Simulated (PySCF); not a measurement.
# Ta⁺: interval between two levels

Ta⁺ [Xe] 4f14 5d3 6s1 [5F5, M_J = 5] → Ta⁺ [Xe] 4f14 5d2 6s1 6p1 [5G6, M_J = 6], as a difference of total energies. Calculation: PySCF 2.14, in x2c-SVPall-2c with one added diffuse shell each of s, d type (8s9p10d2f, 99 functions); the two-component X2C-1e Hamiltonian. "Screened" scales the spin-orbit matrix elements by Boettger's factors to mimic the two-electron term; Breit and QED terms are absent.

| method | interval between two levels (cm⁻¹) |
| --- | --- |
| GHF (spin-free) | 36296 |
| GHF (screened spin-orbit) | 38290 |

The labels give the starting determinants; with spin-orbit coupling the two ends relaxed to ⟨J²⟩ = 30.01, ⟨L²⟩ = 12.61, ⟨S²⟩ = 5.85 and ⟨J²⟩ = 42.01, ⟨L²⟩ = 20.26, ⟨S²⟩ = 6.03.
